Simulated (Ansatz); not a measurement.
A nudged elastic band was laid between two geometries of Cl2H2Sn + H2 (7 atoms, charge 0, multiplicity 1).

The calculation used RHF/def2-SVP in Ansatz.

* movable images: 5
* climbing image: yes
* spring: 5.0 eV/Å²
* optimiser: quadratic models (default)
* start path: through a guess of the saddle point
* force threshold: 0.05 eV/Å
* iteration limit: 60
* end points: relaxed

Image 0:

```xyz
7
Properties=species:S:1:pos:R:3
Sn -0.271 -0.467 -0.147
Cl -0.217 -0.604 2.194
Cl 1.949 -0.550 -0.896
H -0.910 1.042 -0.563
H -1.062 -1.845 -0.725
H 1.735 2.850 1.327
H 1.377 2.538 1.904
```

Image 6:

```xyz
7
Properties=species:S:1:pos:R:3
Sn 0.178 0.257 -0.704
Cl -0.032 0.644 3.583
Cl 1.931 -0.575 -2.063
H -1.016 0.828 -1.773
H -0.351 -1.058 0.231
H 0.870 1.510 0.212
H 1.020 1.360 3.608
```

Q: Which bonds break or form, and what moves?

A: Bonds broken: Sn1–Cl2, H6–H7. Bonds formed: Sn1–H6, Cl2–H7. Cl2H2Sn + H2 becomes ClH + ClH3Sn.

Q: Give the energies along the band, and the barrier.

A: The forces met the threshold. The highest image is number 3 of 0 to 6, 2.33 eV above the first end and 1.76 eV above the last; the last end lies 0.57 eV above the first. A structure lower than the last end lies on the path between it and the top, so the climb from that side starts below the end, which may itself be a saddle point or a shallow side well. Neighbouring images differ by up to 1.9 eV, so the band resolves the path poorly. A vibrational analysis at the climbing image gives one clearly imaginary mode, 1254i cm⁻¹: a first-order saddle point. The orbitals stay closed-shell, which can raise the energy where a bond breaks towards radicals; this wasn't checked here.

| image | path coordinate (Å) | energy (eV) | Sn1–Cl2 (Å) | H6–H7 (Å) | Sn1–H6 (Å) |
| --- | --- | --- | --- | --- | --- |
| 0 | 0.00 | 0.00 | 2.35 | 0.75 | 4.15 |
| 1 | 1.72 | 0.01 | 2.35 | 0.75 | 4.31 |
| 2 | 3.43 | 0.39 | 2.37 | 0.74 | 3.16 |
| 3 | 5.15 | 2.33 | 2.81 | 0.93 | 1.93 |
| 4 | 6.60 | 0.59 | 3.60 | 2.30 | 1.70 |
| 5 | 8.06 | 0.54 | 4.12 | 3.71 | 1.70 |
| 6 | 9.52 | 0.57 | 4.31 | 3.40 | 1.70 |

Q: What is the geometry of the highest image?

A: 
```xyz
7
Properties=species:S:1:pos:R:3
Sn 0.177 0.204 -0.111
Cl -0.747 0.708 2.494
Cl 1.926 0.234 -1.718
H -0.888 1.378 -0.659
H -0.079 -1.429 0.170
H 1.442 0.938 1.141
H 0.768 0.932 1.777
```

Run time: 2.3 min on 1 thread of Arm Neoverse V2, on a shared host, peak memory 0.16 GiB.
